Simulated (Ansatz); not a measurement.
Two isomers of C2H8OSi2: A = `O/C([SiH3])=C/[SiH3]`, B = `OC1C[SiH2][SiH2]1`.

Calculated with Ansatz (gas phase, PBE0-D4/def2-TZVP geometries, no zero-point term in ΔE). CBS: MP2 limit from def2 TZ/QZ plus the TZ coupled-cluster correction, frozen cores. Functionals use def2-TZVPP. B3LYP here is the variant with VWN-RPA as its local correlation; programs differ in this. Each species was taken in one conformer, which may not be the lowest.

Which isomer does CCSD(T)/CBS put lower? Give the gap. (Best estimate.)

Ansatz gave: B, by 2.4 kJ/mol.

Give E(B) − E(A) in kJ/mol with CCSD(T)/def2-SVP, PBE-D4, PBE0-D4, HF/def2-TZVPP, LDA (SPW92), ωB97M-V, B3LYP. (Best estimate.)

Ansatz gave: CCSD(T)/def2-SVP 8.9, PBE-D4 -14.7, PBE0-D4 -20.3, HF/def2-TZVPP 31.2, LDA (SPW92) -30.8, ωB97M-V -1.7, B3LYP 14.1. The order is the other way round with CCSD(T)/def2-SVP, HF/def2-TZVPP, B3LYP.

Does the order hold for the free energy at 298.15 K (harmonic terms from PBE0-D4)? (Best estimate.)

Computed: No: G(B) − G(A) = +18.0 kJ/mol, for one conformer each.

Largest T1 diagnostic: 0.013.

From PBE to PBE0 (25 % exact exchange), in def2-TZVPP and without D4, E(B) − E(A) moves by −5.8 kJ/mol. Leaving LDA and LC-ωPBE aside and taking each functional with its dispersion term where it has one, the values, not all of them listed here, spread over 40.7 kJ/mol, from PBE0-D4 to BLYP-D4. LDA lies −16.7 kJ/mol from PBE without D4.
